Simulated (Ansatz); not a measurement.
Born–Oppenheimer molecular dynamics of Cl2FGeH3O (8 atoms, charge 0, multiplicity 1). It starts at the highest image of a converged band, a first-order saddle point between two minima.

All numbers below come from Ansatz 0.2.0, RKS PBE0-D4/def2-mTZVP.

```
ensemble                      : NVE (velocity Verlet)
time step                     : 0.5 fs
steps asked                   : 200
starting velocities drawn for : 100 K
seed                          : 5669
```

First frame:

```xyz
8
Properties=species:S:1:pos:R:3
Ge -0.321 -0.004 -0.173
F -0.210 0.772 1.767
H 1.047 -0.585 0.149
Cl -0.479 1.928 -1.033
Cl -1.003 -1.366 -1.750
O -1.897 -0.311 0.871
H -2.131 -1.242 0.992
H -1.298 0.177 1.691
```

**Question.** How far do the bonds stretch over the last three quarters of this one trajectory? (Pairs bonded in most of those frames.)

**Answer.** 
```tsv
bond	mean (Å)	spread (Å)	shortest	longest
Ge1–H3	1.521	0.028	1.48	1.56
Ge1–Cl4	2.142	0.017	2.12	2.17
Ge1–Cl5	2.151	0.009	2.14	2.17
Ge1–O6	1.777	0.039	1.73	1.86
F2–H8	0.940	0.023	0.90	0.99
O6–H7	0.967	0.004	0.96	0.98
```

Mean temperature of the second half: 771 K. The conserved energy stayed within 0.072 meV per atom of its start (net change 0.045 meV per atom), so the integration is sound. The kinetic energy rose, since the run started high on the potential surface and went downhill. It ends in pieces (Cl2GeH2O + FH), so much of that is their flight and rotation, not heat. A run of 0.1 ps of so small a system gives no equilibrium averages. The orbitals stay closed-shell, which can raise the energy where a bond breaks towards radicals; this wasn't checked here.

Run time: 9.1 min on 4 threads of Arm Neoverse V1, on a shared host, peak memory 0.36 GiB.
